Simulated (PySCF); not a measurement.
## Correlation energy of Bi⁺ (bismuth, charge +1)

[Xe] 4f14 5d10 6s1 6p3, high-spin 5S determinant (an excited configuration). Calculation: PySCF 2.14, in x2c-QZVPPall (16s10p9d6f1g, 142 functions); the spin-free X2C one-electron Hamiltonian (Gaussian nucleus). Frozen: [Xe] 4f14 5d10; 4 electrons correlated.

MP2 pair energies summed by pair of shells (mhartree):

| pair | energy | share (%) |
| --- | --- | --- |
| 6p-6p | -11.43 | 77.4 |
| 6s-6p | -3.33 | 22.6 |

Total MP2 correlation energy: -14.76 mhartree.

Same-spin part -14.76 and opposite-spin part 0.00 mhartree; SCS-MP2 scales them by 1/3 and 6/5 to -4.92 mhartree.

Spin-orbit coupling is strong in this species, so the high-spin LS determinant is a model state.
